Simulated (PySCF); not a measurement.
## Electronic absorption of C5H3F5O

Species: C5H3F5O.
Z-matrix (Å and degrees, PBE0-D3(BJ)/def2-SVP geometry), rows numbered from 1:
```
F 
C   1  1.3223
C   2  1.3409  1  122.21
F   3  1.3331  2  119.84  1     0.12
C   3  1.4461  2  123.66  1  -179.81
C   5  1.3391  3  121.60  2  -179.37
O   6  1.3670  5  127.48  3  -179.64
C   7  1.3498  6  121.43  5     3.50
F   8  1.3149  7  107.61  6   179.58
F   8  1.3309  7  111.92  6    59.99
F   8  1.3322  7  112.08  6   -60.89
H   2  1.0916  1  115.20  3   179.95
H   5  1.0907  3  116.40  2     0.66
H   6  1.0898  5  122.57  3     0.43
```

Computed, not measured: TDDFT wB97X-D/def2-SVPD, vertical, gas phase, core orbitals frozen in the response (PySCF 2.14.0, density-fitted response routines).

Q: List the vertical singlet excitations with oscillator strengths and describe the spectrum.

A: 

```
state  E (eV)  λ (nm)  ν̃ (cm⁻¹)       f  main configurations (H = HOMO, L = LUMO)
   S1    5.78   214.6      46590   0.722                                 H→L (98%)
   S2    6.29   197.1      50740  0.0044                               H→L+1 (82%)
   S3    7.20   172.2      58060  0.0044                  H→L+2 (50%), H→L+3 (41%)
   S4    7.39   167.9      59570   0.024                  H→L+4 (50%), H-1→L (45%)
   S5    7.50   165.4      60470  0.0098     H→L+3 (24%), H→L+2 (23%), H→L+5 (16%)
   S6    7.81   158.8      62980  0.0096                  H-1→L (52%), H→L+4 (44%)
```

The lowest singlet lies at 5.78 eV (215 nm, ultraviolet) and is strong; its leading configuration is HOMO→LUMO (98%). The lowest level is also the most intense of those listed (f = 0.722). Löwdin shares by element: HOMO carbon 72% or more (atoms not listed hold the other 28%); LUMO carbon 75% or more (atoms not listed hold the other 25%). Of the 6 states listed, 2 reach f = 0.01 and none stays under 0.0005. The listed states span 2.03 eV, and the widest gap between neighbours is 0.91 eV (S2 to S3). The oscillator strengths of these states sum to 0.774; summed over the whole spectrum of an exact calculation they would give the number of electrons, 86 (Thomas–Reiche–Kuhn). Only the lowest 6 singlets were computed, as vertical energies without vibronic structure.

On an Intel Xeon at 2.50 GHz with one thread, shared host with 64 logical CPUs at a one-minute load of 54, this took 3.4 min wall and 1.2 GiB of memory at its peak.

One conformer stands for the species.
